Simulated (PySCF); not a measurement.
Species: CrCl₂ (quintet state).
Cartesian coordinates in Å at the PBE0-D3(BJ)/def2-SVP level; atoms count from 1:
```xyz
3
CrCl2 angstrom
Cr     0.000    0.000    0.000
Cl    -0.018   -0.022    2.187
Cl     0.018    0.022   -2.187
```

The calculation used PBE0-D3(BJ)/def2-SVP geometry optimisation, gas phase (PySCF 2.14.0).

Take the most abundant isotopes and a rigid rotor. 

(1) What are the moment of inertia and the rotational constant?

Results:

(1) I = 334.476 u·Å², B = 505379 MHz·u·Å²/I = 1511 MHz (0.0504 cm⁻¹, or 0.073 K as hB/k).

If the electronic state has orbital angular momentum about the axis (Π, Δ; not determined here), the simple ladder of levels BJ(J+1) doesn't apply.

Not checked by PBE0-D3(BJ)/def2-SVP frequencies. ⟨S²⟩ = 6.066 (exact for a quintet: 6.00). No vibrational averaging or centrifugal distortion is included, and the geometry carries the error of its method.

For an open-shell metal species like this, the optimisation's SCF solution wasn't tested for stability and no frequencies at its level were run, so a lower state or another shape may exist.
